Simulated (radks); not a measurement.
Ionisation of the antimony ion Sb18+, [Ar] 3d10 4s2 4p3, to [Ar] 3d10 4s2 4p2 as the strength of local exchange is varied. All-electron calculation, scalar-relativistic Kohn-Sham, Slater X-alpha exchange (alpha = 2/3 is LDA exchange), no correlation, spin-polarised, spherical densities, point nucleus; open shells are filled with parallel spins first (spin-orbit coupling, left out, can overturn this in heavy ions). Program: a radial shooting solver on a logarithmic mesh with Libxc functionals.

| alpha | E(Sb18+) (hartree) | exchange (hartree) | IE (eV) | -e of the level emptied (eV) | <r> of it (bohr) |
|---|---|---|---|---|---|
| 0.584 | -6323.91767 | -126.03788 | 511.42 | 496.47 (4p) | 0.7389 |
| 0.639 | -6335.82745 | -138.11346 | 514.60 | 499.69 (4p) | 0.7366 |
| 0.667 | -6341.89745 | -144.27462 | 516.22 | 501.34 (4p) | 0.7355 |
| 0.724 | -6354.26846 | -156.84534 | 519.54 | 504.70 (4p) | 0.7332 |
| 0.76 | -6362.09157 | -164.80434 | 521.64 | 506.83 (4p) | 0.7318 |
| 0.797 | -6370.13994 | -173.00023 | 523.80 | 509.02 (4p) | 0.7303 |
| 0.9 | -6392.58723 | -195.90022 | 529.84 | 515.15 (4p) | 0.7263 |
| 1.028 | -6420.56983 | -224.53157 | 537.40 | 522.82 (4p) | 0.7214 |

NIST Atomic Spectra Database: 510 +/- 3 eV (theoretical). The central value is not met in this range of alpha. Open shells are spherical and high-spin; term and fine-structure splittings are not resolved. Spin-orbit splitting is averaged out at the scalar-relativistic level.
